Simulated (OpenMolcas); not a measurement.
Ag3+ with its 6 nearest fluoride ions at 2.017 Å, on the Ga site of K2NaGaF6 (a = 8.246 Å, distance in the model lattice 1.938 Å). The rest of the host is ab initio model potentials to 7.6 Å, with orthogonalisation functions on the cations behind the ligands, and point charges beyond; the distance is set by hand and nothing relaxes. Ligand basis ANO-RCC-VDZP.
```
Ag    0.0000    0.0000    0.0000
F     2.0170    0.0000    0.0000
F     0.0000    2.0170    0.0000
F    -2.0170    0.0000    0.0000
F     0.0000   -2.0170    0.0000
F     0.0000    0.0000    2.0170
F     0.0000    0.0000   -2.0170
```

```yaml
Program: OpenMolcas
Method: "SS-CASPT2, IPEA 0.25 Eh, imaginary shift 0.1 Eh (closed shells correlated: 4s 4p and the ligand valence shells)"
Basis: ANO-RCC-VDZP [6s5p3d1f]
Scalar_Hamiltonian: DKH2, point nucleus
Active_space: 8 electrons in 5 orbitals (4d)
State_averaging: 2S+1 = 3 even, 10 roots; 2S+1 = 1 even, 15 roots
Spin-orbit_coupling: state interaction with AMFI integrals over the reference wave functions
```

Q: What is the spin-free ground state (labels of O, the rotations of Oh)?

A: 3A2, 1-fold in its orbital part; it has the highest spin that d8 allows.

Q: Where is the first state of the same spin?

A: 3T2 at 25000 cm-1 above the ground state.

Q: What are the lowest two levels with spin-orbit coupling?

A: A 3-fold level, then a 2-fold level 4770 cm-1 above it. Their leading multiplicities are 3 (100 %) and 1 (99 %).

Q: What is χT at 300 K, and how does it compare with the textbook value?

A: The lowest level has 2S+1 = 3, for which the spin-only value is χT = S(S+1) / 2 = 1.000 cm3 K/mol (g = 2). The computed 1.177 at 300 K differs by +0.177, through orbital momentum, spin-orbit coupling and any other state in reach.

Roots that are degenerate in the reference are averaged as groups; the widest CASPT2 spread within a group is 240 cm-1 (the 3-fold group of multiplicity 3 near 25000 cm-1 above the lowest state of its run). Shifts and gaps below about the spread of the groups concerned are not significant. Over all roots computed the reference weight is 0.65 to 0.72; the roots of lowest weight are the least certain, and an intruder state may touch them. Real 4d8 and 5d8 ions are as a rule square planar and diamagnetic. The least metal-like active orbital is 71 % on the metal (Löwdin) and no ligand orbital is active, so the numbers are rough. Ligand-to-metal charge-transfer states are missing. With no ligand orbital active B as a rule stays too high, so bands that hang on it stand too high and its fall with covalency is understated. With one d shell and no ligand orbital active, 10Dq can be off by a tenth or more. No measured value stands beside these numbers; the geometry was set by hand and not optimised.
